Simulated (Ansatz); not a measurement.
Mulliken charges of `[Cl][Cu]` from ωB97M-V/def2-TZVPP in Ansatz (PBE0-D4/def2-TZVP geometry).

| atom | x (Å) | y (Å) | z (Å) | charge (e) |
| --- | --- | --- | --- | --- |
| Cl1 | 0.898 | -0.345 | 0.446 | -0.418 |
| Cu2 | -0.869 | 0.285 | -0.442 | 0.418 |

Problem. By hand: the dipole of these point charges (1 e Å = 4.8032 D).

Solution. Σ q r = (-0.739, 0.263, -0.371) e Å, of length 0.868 e Å = 4.17 D.

Problem. How does the dipole of the full density compare? (Best estimate.)

Solution. Computed: (-0.938, 0.335, -0.472) e Å, 5.29 D; the point charges give 0.79 times that, at 0° from its direction.

Point charges leave out the atoms' own dipoles, such as those of lone pairs, and Mulliken's split depends on the basis, so the two needn't agree.
